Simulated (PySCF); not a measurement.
Isomers of C6H12BP, from PBE0-D3(BJ)/def2-SVP geometry optimisation, gas phase (PySCF 2.14.0). One conformer each, no zero-point energy, no frequencies.

Question: Which is lower in electronic energy at this level?
A. `[BH3-:1][P+:2]1([C:3]#[C:4][CH3:5])[CH2:6][CH2:7][CH2:8]1` with B1–P2–C6–C7 137°, P2–C6–C7–C8 -19°, C6–C7–C8–P2 19°, B1–P2–C8–C7 -137°: A = 2483, B = 1079, C = 880.5 MHz, dipole 5.66 D
B. `[BH3-][P+]1(C)C=CCC=C1`: A = 2696, B = 1352, C = 1239 MHz, dipole 6.05 D

Answer: B. That is `[BH3-][P+]1(C)C=CCC=C1`, 33.0 kcal/mol below the other.

| SMILES | mapped SMILES | E (Eh) | relative (kcal/mol) | relative (kJ/mol) | dipole (D) |
| --- | --- | --- | --- | --- | --- |
| [BH3-][P+]1(C)C=CCC=C1 | [BH3-:1][P+:2]1([CH3:3])[CH:4]=[CH:5][CH2:6][CH:7]=[CH:8]1 | -601.30526 | 0.0 | 0.0 | 6.05 |
| [BH3-][P+]1(C#CC)CCC1 | [BH3-:1][P+:2]1([C:3]#[C:4][CH3:5])[CH2:6][CH2:7][CH2:8]1 | -601.25260 | 33.0 | 138.2 | 5.66 |

As drawn, the higher has a four-membered ring, which the lower lacks.
